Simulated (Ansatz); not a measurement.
Job for Ansatz (a first-principles code): R-CCSD(T)/def2-TZVPP on ClHPb (SMILES [Cl][PbH]), a point of a bond scan (R = 2.493 Å). Elements past Kr take the def2 small-core potentials; no spin–orbit coupling. The run froze 14 orbitals, filled d shells among them.

Ansatz 0.2 input:
```yaml
crystal:
  periodic: [false, false, false]
  atoms:
    - {symbol: Pb, position_ang: [-0.21816163, -0.21253453, 0.29359630]}
    - {symbol: H, position_ang: [-1.37766248, -0.88691623, -0.99885930]}
    - {symbol: Cl, position_ang: [1.13334803, 1.07733808, -1.35741397]}
basis:
  gaussian:
    orbitals: def2-TZVPP
    pivot_positions_ang: [[-0.21816163, -0.21253453, 0.29359630], [-1.37766248, -0.88691623, -0.99885930], [1.13334803, 1.07733808, -1.35741397]]
magnetization: {spin_polarized: false}
correlation: {method: ccsd_t, electrons: outside_noble_gas}
scf: {lower_state_search: off}
output: {orbitals: {seedname: ./end}}
```

The log:

```
WARN ansatz: RAYON_NUM_THREADS=1 ignored (pool sized by the plan → 1); use --threads N
Functional definition: HF
these checks for a lower state are left out or cut short: stability, starts, cluster_reference, orbital_swaps, neighbouring_geometries, increment
integrals: 0.13 GiB planned
896 factors; integrals over basis functions are off by at most 2.2e-4 eV
mean field: 0.27 GiB planned
mean field evaluation 1: about -17739.8264 eV, gradient 1.6e1 eV
mean field evaluation 2: about -17739.8401 eV, gradient 1.6e1 eV
mean field evaluation 4: about -17740.8159 eV, gradient 1.3e0 eV
mean field evaluation 8: about -17740.8323 eV, gradient 3.9e-4 eV
mean field -17740.83228565 eV, -651.9635613296 hartree, gradient 2.5e-6 eV, S^2 0.000000; 0 other end points of the search recorded, 0 dependent functions left out
14 core orbitals not correlated
reference -17740.83228565 eV, -651.9635613296 hartree; 6, 6 occupied and 86, 86 virtual orbitals, 896 factors
second order -7.28013487 eV of doubles, -0.00000000 eV of singles
coupled cluster: 0.29 GiB planned
cycle   1  -7.81358674 eV  change   -5.3e-1 eV  update   6.7e-2
cycle   2  -8.03153674 eV  change   -2.2e-1 eV  update   2.3e-2
cycle   3  -8.07590955 eV  change   -4.4e-2 eV  update   1.3e-2
cycle   4  -8.07020349 eV  change    5.7e-3 eV  update   3.8e-3
cycle   5  -8.06953769 eV  change    6.7e-4 eV  update   1.5e-3
cycle   6  -8.06970388 eV  change   -1.7e-4 eV  update   5.8e-4
cycle   7  -8.06964774 eV  change    5.6e-5 eV  update   2.3e-4
cycle   8  -8.06966402 eV  change   -1.6e-5 eV  update   8.6e-5
cycle   9  -8.06966470 eV  change   -6.8e-7 eV  update   2.4e-5
cycle  10  -8.06965354 eV  change    1.1e-5 eV  update   7.8e-6
perturbative correction -0.31735182 eV, -0.0116624642 hartree
Total energy: -17749.21929100 eV, -652.2717780914 hartree
Checks for a lower state left out: stability, starts, cluster_reference, orbital_swaps, neighbouring_geometries, increment
```

The run converged.

Cost: around 5 core-seconds (rough).
